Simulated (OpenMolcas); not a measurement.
An OpenMolcas run meant for F III (ANO-RCC-VTZP, DKH3; inactive shells 1s; intended active space 5 electrons in 8 orbitals (2s 2p 3s 3p)). One step of its input:

```
&CASPT2
Multistate=1 1
Frozen=0 0
IPEA=2.0
Imaginary=0.1
MaxIter=60
WThr=0.0 0.3 0.05
PrWF=0.5
NoMix
```

The run finished. Its levels beside those of a sound run (SS-CASPT2, IPEA 0.25 Eh, imaginary shift 0.1 Eh (closed shells correlated: 1s)), in cm⁻¹ above each run's lowest level:

```tsv
Level	This run	Usual run
2s² 2p³ ⁴S°_3/2	0.0	0.0
2s² 2p³ ²D°_3/2	35154	35111
2s² 2p³ ²D°_5/2	35174	35130
2s² 2p³ ²P°_1/2	51930	52385
2s² 2p³ ²P°_3/2	51947	52402
2s 2p⁴ ⁴P_5/2	152328	152740
2s 2p⁴ ⁴P_3/2	152617	153029
2s 2p⁴ ⁴P_1/2	152788	153200
2s 2p⁴ ²D_3/2	214085	212709
2s 2p⁴ ²D_5/2	214103	212728
2s 2p⁴ ²S_1/2	252008	251189
2s 2p⁴ ²P_3/2	273501	271665
2s 2p⁴ ²P_1/2	273868	272032
```

Q: Which setting is unsound, and how much does it matter here?

A: The IPEA shift is far above its usual 0.25 hartree. Against the sound run the excited levels shown move by 790 cm-1 on average and by 1800 cm-1 at most.

CASPT2 breaks the degeneracy within a term, and the mean is taken; among the terms shown or strongly mixed into the levels shown the widest spread is 180 cm-1 (2s 2p⁴ ²D, this run). Active for correlation alone: 3p 3s; no level in the range computed is led by a configuration that fills them, so any true level of that kind is missing. Levels of configurations outside the active space are missing.

° marks odd parity.
